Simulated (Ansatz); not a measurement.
Reaction (isomerisation): `COC1O[SiH2]1` → `[SiH3]OC1CO1`

Computed with Ansatz on PBE0-D4/def2-TZVP structures; ΔE is electronic, products minus reactants. CCSD(T)/CBS adds triple-zeta CCSD(T) − MP2 to the extrapolated MP2 energy (def2 sets, frozen cores). One conformer a species, not always the lowest.

`COC1O[SiH2]1`:

```xyz
11

C     0.641    0.486   -1.689
O     0.369    0.861   -0.351
C     0.287   -0.208    0.495
O    -0.934   -1.014    0.347
Si   -0.947   -0.241    1.822
H    -0.175   -0.115   -2.100
H     0.744    1.405   -2.264
H     1.575   -0.086   -1.749
H     1.169   -0.854    0.468
H    -0.819   -1.098    3.022
H    -1.911    0.865    1.998
```

`[SiH3]OC1CO1`:

Z-matrix (Å, degrees):
```
Si
O 1 1.662
H 1 1.483 2 111.7
H 1 1.481 2 103.8 3 118.8
H 1 1.486 2 111.6 3 -123.2
C 2 1.368 1 122.7 3 63.6
O 6 1.404 2 116.9 1 -3.4
C 6 1.456 2 121.8 1 66.7
H 6 1.088 2 111.9 1 -139.6
H 8 1.086 6 120.8 2 152.9
H 8 1.087 6 118.3 2 -2.0
```

```json
{"species": "`COC1O[SiH2]1`", "CCSD/def2-TZVPP energy (Eh)": "-518.91430"}
{"species": "`[SiH3]OC1CO1`", "CCSD/def2-TZVPP energy (Eh)": "-518.93666"}
```

(1) Work out ΔE.

Largest T1 diagnostic among the species: 0.014.

## Answers

(1) ΔE = (-518.93666) − (-518.91430) = -0.02236 Eh = -58.7 kJ/mol. CCSD(T)/CBS gives -52.4 kJ/mol.

From PBE to PBE0 (25 % exact exchange), in def2-TZVPP and without D4, ΔE moves by −9.2 kJ/mol. In def2-TZVPP, CCSD(T) changes the Hartree–Fock value by +20.2 kJ/mol (the triples alone add +3.4 kJ/mol) and MP2 by +19.0 kJ/mol.
